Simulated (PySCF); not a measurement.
**`C=C1CC(=S)C[C@H]1O`, C6H8OS**

Molfile (atoms numbered from 1):
```
C6H8OS
     RDKit          3D

 16 16  0  0  0  0  0  0  0  0999 V2000
   -2.0409   -0.6648   -0.1037 C   0  0  0  0  0  0  0  0  0  0  0  0
   -0.8244   -0.1654    0.0199 C   0  0  0  0  0  0  0  0  0  0  0  0
   -0.4454    1.0769    0.7685 C   0  0  0  0  0  0  0  0  0  0  0  0
    0.9282    1.4231    0.2948 C   0  0  0  0  0  0  0  0  0  0  0  0
    1.6809    2.8239    0.5940 S   0  0  0  0  0  0  0  0  0  0  0  0
    1.5009    0.2966   -0.5003 C   0  0  0  0  0  0  0  0  0  0  0  0
    0.4237   -0.7918   -0.5749 C   0  0  1  0  0  0  0  0  0  0  0  0
    0.8671   -1.9010    0.1843 O   0  0  0  0  0  0  0  0  0  0  0  0
   -2.2333   -1.5602   -0.6717 H   0  0  0  0  0  0  0  0  0  0  0  0
   -2.8953   -0.1974    0.3546 H   0  0  0  0  0  0  0  0  0  0  0  0
   -0.4112    0.8820    1.8464 H   0  0  0  0  0  0  0  0  0  0  0  0
   -1.1469    1.8995    0.6200 H   0  0  0  0  0  0  0  0  0  0  0  0
    2.3861   -0.1067   -0.0022 H   0  0  0  0  0  0  0  0  0  0  0  0
    1.8144    0.6442   -1.4853 H   0  0  0  0  0  0  0  0  0  0  0  0
    0.2381   -1.1097   -1.6126 H   0  0  0  0  0  0  0  0  0  0  0  0
    0.1503   -2.5402    0.2568 H   0  0  0  0  0  0  0  0  0  0  0  0
  1  2  2  0
  2  3  1  0
  3  4  1  0
  4  5  2  0
  4  6  1  0
  6  7  1  0
  7  8  1  0
  7  2  1  0
  1  9  1  0
  1 10  1  0
  3 11  1  0
  3 12  1  0
  6 13  1  0
  6 14  1  0
  7 15  1  6
  8 16  1  0
M  END
```

Level of theory: GIAO HF/pcSseg-1 magnetisability, rotational g tensor and spin-rotation constants, non-relativistic, gas phase (PySCF 2.14.0). Geometry: GFN2-xTB.

Q: How diamagnetic is it, and how anisotropic?

A: Isotropic -1187 × 10⁻³⁰ J/T², or -71.5 × 10⁻⁶ cm³/mol; principal values -1492, -1063, -1005 × 10⁻³⁰ J/T², anisotropy 461 × 10⁻³⁰ J/T² (root of half the summed squared differences of the principal values). The susceptibility is in cgs units.

Q: Split it along the inertial axes a, b, c into diamagnetic and paramagnetic parts about the centre of mass, with the quadrupole moment.

A: 
| axis | χ (10⁻⁶ cm³/mol) | diamagnetic (10⁻⁶ cm³/mol) | paramagnetic (10⁻⁶ cm³/mol) | summed x² of all electrons (Å²) | quadrupole Θ (D Å) |
| --- | --- | --- | --- | --- | --- |
| a | -61.3 | -484.7 | 423.4 | 235.6 | -1.99 |
| b | -67.2 | -1108.4 | 1041.1 | 88.6 | +0.42 |
| c | -85.9 | -1375.8 | 1289.9 | 25.6 | +1.57 |

Anisotropies 2χaa − χbb − χcc = +30.6 and 2χbb − χaa − χcc = +12.8 × 10⁻⁶ cm³/mol. Θ is traceless in Buckingham's convention.

Q: And the rotational g tensor?

A: 
| axis | rotational constant (GHz) | g | nuclear part | electronic part |
| --- | --- | --- | --- | --- |
| a | 3.3237 | -0.0600 | 0.6011 | -0.6611 |
| b | 1.1482 | -0.0183 | 0.5433 | -0.5616 |
| c | 0.9174 | -0.0068 | 0.5491 | -0.5559 |

Asymmetric top; isotopes 12C, 1H, 16O, 32S; no vibrational averaging.
